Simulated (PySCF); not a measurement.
Geometry:
```
atom   x (Å)   y (Å)   z (Å)
  C1   2.970   0.084  -0.956
  S2   2.850  -1.526  -0.151
  C3   1.159  -1.462   0.476
  P4  -0.085  -0.854  -0.730
  O5   0.109  -1.376  -2.116
  C6  -0.777   0.686  -0.227
  C7  -0.775   2.164  -0.199
  C8  -1.570  -0.358   0.078
  C9  -2.911  -0.656   0.625
 H10   2.794   0.913  -0.253
 H11   3.997   0.162  -1.339
 H12   2.272   0.135  -1.806
 H13   1.074  -0.854   1.392
 H14   0.896  -2.501   0.731
 H15   0.101   2.542   0.352
 H16  -1.687   2.569   0.263
 H17  -0.698   2.557  -1.225
 H18  -3.518  -1.176  -0.132
 H19  -3.441   0.259   0.929
 H20  -2.839  -1.328   1.494
```

Geometry: PBE0-D3(BJ)/def2-SVP; GIAO shifts from PySCF 2.14, gas phase, non-relativistic, averaged over equivalent atoms.

At PBE0/pcSseg-1 (222 basis functions, 83 s wall time on 1 thread of an Arm Neoverse N1, shared host):
| atoms | δ (ppm) |
| --- | --- |
| C6/C8 | 167.4 |
| C3 | 40.2 |
| C1 | 20.1 |
| C7/C9 | 12.9 |
| S2 | -63.0 |
| P4 | -104.0 |
| O5 | 100.4 |
| H13/H14 | 2.48 |
| H10/H11/H12 | 2.27 |
| H15/H16/H17/H18/H19/H20 | 2.14 |

References, each an isolated molecule treated in the same way: ¹³C (184.41 ppm) and ¹H (31.27 ppm) against TMS; ³³S (495.66 ppm) vs CS2; ³¹P (310.13 ppm) vs H3PO4; ¹⁷O (334.56 ppm) against H2O.

Question: Predict the values at B3LYP/pcSseg-1 on the same geometry.

Answer: 
| atoms | δ at B3LYP/pcSseg-1 | change |
| --- | --- | --- |
| C6/C8 | 168.5 | +1.1 |
| C3 | 42.1 | +1.9 |
| C1 | 21.1 | +1.0 |
| C7/C9 | 12.6 | -0.3 |
| S2 | -39.4 | +23.6 |
| P4 | -101.5 | +2.5 |
| O5 | 105.3 | +4.9 |
| H13/H14 | 2.50 | +0.02 |
| H10/H11/H12 | 2.30 | +0.03 |
| H15/H16/H17/H18/H19/H20 | 2.13 | -0.01 |

Scale: TMS for ¹³C (179.24 ppm), ¹H (31.38 ppm); ³³S (485.41 ppm) vs CS2; ³¹P (297.42 ppm) against H3PO4; H2O for ¹⁷O (334.04 ppm) (reference shieldings calculated alike).

The largest change is at S2 (sulfide sulfur). Cost: 222 basis functions, 72 s wall time on 1 thread of an Arm Neoverse N1, shared host. The order of the carbon signals is the same at both levels.

Experimental scales use liquid or dissolved standards, which lie at an offset from isolated H2O (liquid H2O: subtract about 36 ppm) and H3PO4.
